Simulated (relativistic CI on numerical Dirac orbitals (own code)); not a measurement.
# One change at a time: K X

Base calculation: Dirac-Coulomb-Breit CI, KLI orbitals optimised for each configuration, a model potential for QED, unscaled Slater integrals.

Configurations in the expansion (outside the closed core 1s2): 2s²2p⁶, 2s²2p⁵3s, 2s²2p⁵3p, 2s²2p⁵3d, 2s2p⁶3s, 2s2p⁶3p, 2s²2p⁵4s, 2s²2p⁵4p, 2s2p⁶3d, 2s²2p⁵4d, 2s²2p⁵4f, 2s²2p⁴3s², 2s²2p⁴3s3p, 2s2p⁶4s, 2s²2p⁴3p², 2s2p⁶4p. Levels of other configurations are missing.

Variants: (1) P86 correlation estimate; (2) Breit term removed; (3) only the first 3 configurations. Shifts of the energy above 2s²2p⁶ ¹S0, in cm⁻¹, for the lowest level and the first level of each name with at least 55 % of one term (blank where a level changes its place among those of its configuration and J or its character, or is not in the variant):

```csv
Level,Base,Δ(1),Δ(2),Δ(3)
2s²2p⁶ ¹S0,0,0,0,0
2s²2p⁵3s ³P°2,2391748,+9988,+1141,+399
2s²2p⁵3s ³P°1,2399806,+9988,+1225,+375
2s²2p⁵3s ³P°0,2415000,+9989,+1960,+452
2s²2p⁵3s ¹P°1,2423314,+9987,+1916,+382
2s²2p⁵3p ³S1,2528139,+10673,+1213,+5282
2s²2p⁵3p ³D3,2551995,+10660,+1220,-544
2s²2p⁵3p ³D2,2552600,+10660,+1069,-511
2s²2p⁵3p ³P2,2565907,+10659,+1115,-791
2s²2p⁵3p ³P0,2578598,+10659,+1475,-1035
2s²2p⁵3p ³P1,2584081,+10660,+1819,-729
2s²2p⁵3p ¹S0,2675262,+10650,+1352,+7307
2s²2p⁵3d ³P°0,2749928,+10187,+1135,
2s²2p⁵3d ³P°1,2752478,+10187,+1326,
```

At this charge energies of transitions that change n are usually good to better than 1 %, and those within a shell (Δn = 0) to a few per cent.

Ionisation energy from the two ground configurations alone: base 501.964 eV; P86 correlation estimate 503.526 eV; Breit term removed 502.14 eV. The NIST ASD value (semi-empirical) is 503.67 eV.

LS names give the leading component of a level, which can be under half, so a name can repeat, a term be missing and a line seem to break the LS rules.
